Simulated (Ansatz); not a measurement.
Input file for Ansatz (an electronic-structure program): R-wB97X-V/def2-TZVPPD on CH3NO (a complex), monomers drawn apart or pushed together. Files ending in .json are basis or fitting sets from the Basis Set Exchange.

Ansatz 0.2 input:
```yaml
crystal:
  periodic: [false, false, false]
  atoms:
    - {symbol: O, position_ang: [-0.14302315, 0.06523241, -0.65726024]}
    - {symbol: H, position_ang: [0.79134065, -0.06066031, -0.84779530]}
    - {symbol: H, position_ang: [-0.20066002, 0.07223200, 0.30790929]}
    - {symbol: C, position_ang: [-0.27260068, 0.07849442, 3.34365214]}
    - {symbol: N, position_ang: [-0.13244943, 0.06087501, 2.20804208]}
    - {symbol: H, position_ang: [-0.40432558, 0.09502727, 4.40251546]}
basis:
  gaussian:
    orbitals: def2-TZVPPD.json
hamiltonian:
  xc: {name: wB97X-V}
scf: {lower_state_search: off}
```

Question: Predict the final total energy.

Answer: -169.8724 hartree.
